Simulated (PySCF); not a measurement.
Species: C2H6BF3Te.
Bonds: C1–Te2, Te2–C3, Te2–B4, B4–F5, B4–F6, B4–F7. Hydrogens: H8, H9, H10 on C1; H11, H12, H13 on C3.

The calculation used PySCF, PBE0-D3(BJ)/def2-SVP geometry optimisation, gas phase, def2 core potentials past Kr.

Task: List the bond lengths, angles and torsions at this level.

Result: 
```
                  bond  length (pm)
        C1–Te2, Te2–C3        214.2
                Te2–B4        260.4
                 B4–F5        135.0
          B4–F6, B4–F7        134.0
C1–H8 and 5 like bonds        109.7
```

Bonds in one row agree within 1 pm and their mean is given. A selection of angles:
```
     angle  degrees
 Te2–C1–H8    107.6
Te2–C1–H10    110.4
  H8–C1–H9    109.6
 H8–C1–H10    111.6
 C1–Te2–C3     95.0
 C1–Te2–B4     90.2
 C3–Te2–B4     92.0
 Te2–B4–F5     98.0
 Te2–B4–F6    100.2
 Te2–B4–F7    101.9
  F5–B4–F6    116.6
```

Dihedral angles: C1–Te2–B4–F5 -53° (synclinal). The mirror-image conformer, all signs reversed, is as good.

B4 (four-coordinate boron) is distorted tetrahedral (angles from 98.0° to 117.7°). Of the pairs four or more bonds apart, F5···H13 is among the closest relative to their van der Waals radii: 2.54 Å, 95 % of the sum of Bondi's values. Te2 (tellurium bonded to B and 2 C) is pyramidal (angles 95.0°, 92.0° and 90.2°, sum 277.2°, 1.25 Å off the plane of its three neighbours).

Point group: near Cs, missed by 0.28 Å at most; the miss may be what the optimiser left on a soft mode. No frequency check.

Time: 2.0 min wall; peak memory 0.61 GiB. Hardware: one thread of an Arm Neoverse V2, no GPU, shared host with 192 logical CPUs at a one-minute load of 24. These figures are those of the optimisation.
